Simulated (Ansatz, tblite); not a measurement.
Removing and adding an electron: B2(OH)4 (B₂O₄H₄). Total charge 0; singlet. Geometry: PBE-D4/def2-SVP. Ansatz, gas phase; energy differences of separate SCF runs; the oxidised species was run as a doublet alone; the reduced species was run as a doublet alone.

```xyz
10

B    -0.632   -0.611   -0.741
O    -1.601   -1.488   -0.318
O    -0.461   -0.507   -2.099
B     0.318    0.307    0.373
O     0.080    0.141    1.721
O     1.269    1.164   -0.139
H    -1.639   -1.485    0.655
H     0.245    0.136   -2.289
H     0.639    0.679    2.314
H     1.783    1.664    0.524
```

The xTB rows come from tblite.

| level | −HOMO (eV) | vertical IE (eV) | −LUMO (eV) | vertical EA (eV) | HOMO–LUMO gap (eV) | IE − EA (eV) | remarks |
| --- | --- | --- | --- | --- | --- | --- | --- |
| GFN1-xTB | 11.42 | 14.90 | 6.36 | 2.75 | 5.06 | 12.15 | – |
| PBE-D4/def2-TZVPD | 6.74 | – | 1.56 | -0.14 | 5.18 | – | HOMO above zero (-1 doublet) |
| PBE0-D4/def2-TZVP | 8.15 | 10.49 | 0.52 | – | 7.63 | – | – |
| PBE0-D4/def2-TZVPD | 8.22 | – | 0.72 | -0.23 | 7.50 | – | HOMO above zero (-1 doublet) |

(1) Estimate the rows for GFN2-xTB, PBE-D4/def2-TZVP, revPBE-D4/def2-TZVP, revPBE-D4/def2-TZVPD.

Results:

(1) 
```json
{"level": "GFN2-xTB", "−HOMO (eV)": "10.25", "vertical IE (eV)": "13.73", "−LUMO (eV)": "5.87", "vertical EA (eV)": "2.16", "HOMO–LUMO gap (eV)": "4.38", "IE − EA (eV)": "11.56", "remarks": "–"}
{"level": "PBE-D4/def2-TZVP", "−HOMO (eV)": "6.65", "vertical IE (eV)": "10.07", "−LUMO (eV)": "1.45", "vertical EA (eV)": "–", "HOMO–LUMO gap (eV)": "5.20", "IE − EA (eV)": "–", "remarks": "–"}
{"level": "revPBE-D4/def2-TZVP", "−HOMO (eV)": "6.58", "vertical IE (eV)": "10.04", "−LUMO (eV)": "1.34", "vertical EA (eV)": "–", "HOMO–LUMO gap (eV)": "5.24", "IE − EA (eV)": "–", "remarks": "–"}
{"level": "revPBE-D4/def2-TZVPD", "−HOMO (eV)": "6.68", "vertical IE (eV)": "–", "−LUMO (eV)": "1.46", "vertical EA (eV)": "-0.15", "HOMO–LUMO gap (eV)": "5.22", "IE − EA (eV)": "–", "remarks": "HOMO above zero (-1 doublet)"}
```

   A HOMO above zero means that the electron is unbound at that level or that self-interaction error raises the level; the energy of removing that electron tells which. Raw xTB energy differences between charge states are shifted by several eV; the methods need an empirical correction for them. A negative affinity means that the extra electron isn't bound; its size then hangs on the basis.
